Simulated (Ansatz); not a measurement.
One change: `BN=C=C` becomes `BCN=C=C`.

Ansatz, PBE0-D4/def2-TZVP geometries, multiplicity 1. Each molecule was computed in one conformer, which needn't be the lowest.

```csv
property,`BN=C=C`
size of the dipole moment (PBE/def2-TZVPP) / D,1.33
LUMO energy (ωB97M-V/def2-TZVPP) / eV,0.67
LUMO energy (B3LYP/def2-TZVPP) / eV,-1.42
zero-point energy (PBE0-D4/def2-TZVP) / kJ/mol,146.7
HOMO energy (ωB97M-V/def2-TZVPP) / eV,-9.13
size of the dipole moment (B3LYP/def2-TZVPP) / D,1.19
```

(1) Give the same properties after the change, and the shifts. (Best estimate.)

Answers

(1) The calculation gave: 
```
                                        property  `BCN=C=C`  shift
  size of the dipole moment (PBE/def2-TZVPP) / D       1.34   0.01
           LUMO energy (ωB97M-V/def2-TZVPP) / eV       0.32  -0.35
             LUMO energy (B3LYP/def2-TZVPP) / eV      -1.87  -0.45
  zero-point energy (PBE0-D4/def2-TZVP) / kJ/mol      216.3   69.6
           HOMO energy (ωB97M-V/def2-TZVPP) / eV      -8.80   0.33
size of the dipole moment (B3LYP/def2-TZVPP) / D       1.37   0.18
```

With PBE0 the HOMO rises by 0.42 eV and the LUMO falls by 0.40 eV, so the gap narrows by about 0.82 eV. PBE moves the HOMO by 0.56 eV and ωB97M-V by 0.33 eV. The zero-point energy changes by 69.6 kJ/mol with +9 modes. Dipoles are sizes alone; their direction can turn.

B3LYP here is the variant with VWN-RPA as its local correlation; programs differ in this.
